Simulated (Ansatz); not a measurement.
```yaml
crystal:
  periodic: [false, false, false]
  atoms:
    - {symbol: B, position_ang: [-0.210994, 0.472461, -0.956028]}
    - {symbol: B, position_ang: [-0.009057, -0.071296, 1.084669]}
    - {symbol: B, position_ang: [0.421387, -0.768218, -0.246384]}
    - {symbol: F, position_ang: [-0.786642, 1.574821, -1.276138]}
    - {symbol: F, position_ang: [1.047040, -1.908026, -0.612104]}
    - {symbol: F, position_ang: [-0.461735, 0.700248, 2.005995]}
basis:
  gaussian: {orbitals: def2-TZVPP}
total_charge: 1
magnetization: {spin_polarized: true, initial_magnetization: 1}
hamiltonian: {xc: {name: wB97}}
```

```sh
$ ansatz run in.yaml --threads 4 --pin off --events-out ev --progress --plain --max-ram 4787MiB
```

Output, abridged:

```
Functional definition: wB97
975 factors; their error is unknown
315 factors; integrals over basis functions are off by at most 1.4e-5 eV
mean field evaluation 1: about -10165.6690 eV, gradient 5.6e1 eV
mean field evaluation 2: about -10159.8980 eV, gradient 7.5e1 eV
mean field evaluation 4: about -10174.3034 eV, gradient 9.0e-1 eV
mean field evaluation 8: about -10174.3129 eV, gradient 6.1e-2 eV
mean field evaluation 16: about -10174.3010 eV, gradient 1.2e-4 eV
mean field -10174.30103745 eV, -373.8986667374 hartree, gradient 7.7e-5 eV, S^2 0.752196; 2 other end points of the search recorded, 0 dependent functions left out
reference -10174.30102942 eV, -373.8986664423 hartree; 21, 20 occupied and 165, 166 virtual orbitals, 975 factors
Total energy: -10174.30102942 eV, -373.8986664423 hartree
```

It took 9 s on 4 threads of Arm Neoverse V1 on a shared host.
